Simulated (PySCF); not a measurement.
dimethyl(silyl)silane (C2H10Si2), SMILES C[SiH](C)[SiH3]. Geometry: r2SCAN-D4/def2-SVP.

**Question.** Give the equilibrium geometry at r2SCAN-D4/def2-SVP (PySCF confirms it by a frequency run) as bond lengths and angles, and its point group. (An estimate is asked for; the answer gives what the named calculation found.)

**Answer.** point group Cs.
Atoms: Si1 Si2 C3 C4 H5 H6 H7 H8 H9 H10 H11 H12 H13 H14. Bonded distances (Å): Si1–Si2 2.351, Si1–H5 1.498, Si1–H6 1.498, Si1–H7 1.499, Si2–C3 1.887, Si2–C4 1.887, Si2–H8 1.501, C3–H9 1.101, C3–H10 1.103, C3–H11 1.102, C4–H12 1.102, C4–H13 1.101, C4–H14 1.103. Angles (°): Si2–Si1–H5 111.5, Si2–Si1–H6 111.5, Si2–Si1–H7 110.2, H5–Si1–H6 108.1, H5–Si1–H7 107.7, H6–Si1–H7 107.7, Si1–Si2–C3 109.9, Si1–Si2–C4 109.9, Si1–Si2–H8 108.0, C3–Si2–C4 110.7, C3–Si2–H8 109.1, C4–Si2–H8 109.1, Si2–C3–H9 111.5, Si2–C3–H10 110.7, Si2–C3–H11 111.0, H9–C3–H10 107.8, H9–C3–H11 107.9, H10–C3–H11 107.9, Si2–C4–H12 111.0, Si2–C4–H13 111.5, Si2–C4–H14 110.7, H12–C4–H13 107.9, H12–C4–H14 107.9, H13–C4–H14 107.8.
